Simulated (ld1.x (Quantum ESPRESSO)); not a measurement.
Pseudopotential generation for Bi (Z = 83): ultrasoft, PBE, scalar-relativistic.

```json
{
 "Element": "bismuth (Bi)",
 "Generator": "ld1.x (Quantum ESPRESSO) 7.5",
 "Type": "ultrasoft",
 "Functional": "PBE",
 "Relativity": "scalar-relativistic",
 "Frozen core": "[Xe] 4f14",
 "Valence charge": "15",
 "Reference configuration": "5d10 6s1 6p4",
 "Partial waves": "6s (bound): rcut 1.60, rcutus 2.00 bohr; 6s channel at -0.5 Ry: rcut 1.60, rcutus 2.00 bohr; 6p (bound): rcut 2.05, rcutus 2.75 bohr; 6p channel at 0.8 Ry: rcut 2.05, rcutus 2.75 bohr; 5d (bound): rcut 1.90, rcutus 2.00 bohr; 5d channel at -0.9 Ry: rcut 1.90, rcutus 2.00 bohr",
 "Local potential": "all-electron potential smoothed inside 1.95 bohr (lloc = -1)",
 "Core correction": "none",
 "Augmentation charge": "built from norm-conserving waves at rcut, not smoothed further"
}
```

Poles of the logarithmic derivatives, all-electron (AE) and pseudo (PS). s: poles at -0.6 (AE) and -0.6 (PS) Ry. p: poles at 0.8 (AE) and 0.8, 3.8 (PS) Ry. d: poles at -2.1, 3.0 (AE) and -2.1, -1.5 (PS) Ry. Test radius 3.00 bohr.

* Configuration tests: test run stopped at test 5 of 7 (negative rho)
* Lowest eigenvalue of the overlap operator: 0.32 (s channel)

A Bessel basis up to 400 Ry misses an occupied level by 0.31 Ry, so cutoffs and ghosts were not judged.
